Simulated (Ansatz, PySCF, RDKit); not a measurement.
Complex: SiH4 (SMILES [SiH4]) (first 5 atoms) with CHN (SMILES C#N); geometry from B3LYP-D3(BJ)/def2-TZVP, rigid monomers moved along the line of their centres of mass till H3···H8 is 2.12 Å.
(charge 0, multiplicity 1):
```csv
atom,x (Å),y (Å),z (Å)
Si,0.1473,0.1396,0.0251
H,-0.5206,1.4201,0.3430
H,-0.5988,-0.9645,0.6792
H,1.5325,0.1501,0.5431
H,0.1504,-0.0862,-1.4361
C,-0.4286,-0.4306,3.6652
N,-0.1272,0.1688,4.5946
H,-0.7056,-0.9820,2.7942
```

Counterpoise-corrected where a basis set is named; no monomer relaxation. Rows marked so take none. RDKit's UFF carries no charges.

Rows in 6-31G* carry no dispersion term and start afresh at each structure (6-31G* with six Cartesian d functions).

Programs: Ansatz (Gaussian basis) for Hartree–Fock, density functionals and correlated methods; PySCF for 6-31G* rows, the dispersion terms; RDKit for the force fields. 

### Question
One of these levels gives 0.80 kcal/mol for the interaction energy. Which one is it?
A) HF/6-31G*
B) UFF
C) PBE-D4/def2-TZVPPD
D) B3LYP/6-31G* (no counterpoise)

### Answer
B, UFF. The others give 1.19 (HF/6-31G*), -0.68 (PBE-D4/def2-TZVPPD), 0.29 (B3LYP/6-31G* (no counterpoise))

Ansatz is an electronic-structure program.
